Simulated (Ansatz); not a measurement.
Relaxation of C2H3FSi (7 atoms, charge 0, multiplicity 1), to a largest force component of 0.015 eV/Å in at most 40 steps.

These are results of RKS r2SCAN-D4/def2-SVP (Ansatz), not measurements.

```xyz
7
Properties=species:S:1:pos:R:3
C -1.013 1.180 -0.070
C -0.162 0.225 -0.375
Si 0.980 -0.994 0.136
F 0.580 -2.549 -0.015
H -1.512 1.735 -0.854
H -1.291 1.475 0.937
H 2.417 -1.072 0.239
```

Question: Where does it end, and by what steps?

Answer: The forces met the threshold. After 11 steps the energy has fallen by 0.233 eV; C2 moved furthest, 0.35 Å.

```json
{"step": "0", "energy less start (eV)": "0.0000", "largest force component (eV/Å)": "1.560", "accepted": "yes"}
{"step": "1", "energy less start (eV)": "-0.1513", "largest force component (eV/Å)": "0.621", "accepted": "yes"}
{"step": "2", "energy less start (eV)": "-0.1845", "largest force component (eV/Å)": "0.410", "accepted": "yes"}
{"step": "3", "energy less start (eV)": "-0.1883", "largest force component (eV/Å)": "0.398", "accepted": "yes"}
{"step": "4", "energy less start (eV)": "-0.2146", "largest force component (eV/Å)": "0.950", "accepted": "yes"}
{"step": "5", "energy less start (eV)": "-0.2218", "largest force component (eV/Å)": "0.548", "accepted": "yes"}
{"step": "6", "energy less start (eV)": "-0.1718", "largest force component (eV/Å)": "0.450", "accepted": "no"}
{"step": "7", "energy less start (eV)": "-0.2313", "largest force component (eV/Å)": "0.193", "accepted": "yes"}
{"step": "8", "energy less start (eV)": "-0.2323", "largest force component (eV/Å)": "0.110", "accepted": "yes"}
{"step": "9", "energy less start (eV)": "-0.2323", "largest force component (eV/Å)": "0.068", "accepted": "no"}
{"step": "10", "energy less start (eV)": "-0.2327", "largest force component (eV/Å)": "0.041", "accepted": "yes"}
{"step": "11", "energy less start (eV)": "-0.2328", "largest force component (eV/Å)": "0.013", "accepted": "yes"}
```

```xyz
7
Properties=species:S:1:pos:R:3
C -1.012 1.184 -0.028
C -0.151 0.185 -0.022
Si 0.968 -1.063 0.048
F 0.556 -2.628 -0.042
H -1.343 1.669 -0.961
H -1.450 1.591 0.897
H 2.431 -0.936 0.109
```

Whether the end is a true minimum wasn't checked by a vibrational analysis.

The run took 16 s on 1 thread of AMD EPYC 9R45 96-Core Processor (Zen 5) (shared host), peak memory 0.16 GiB.
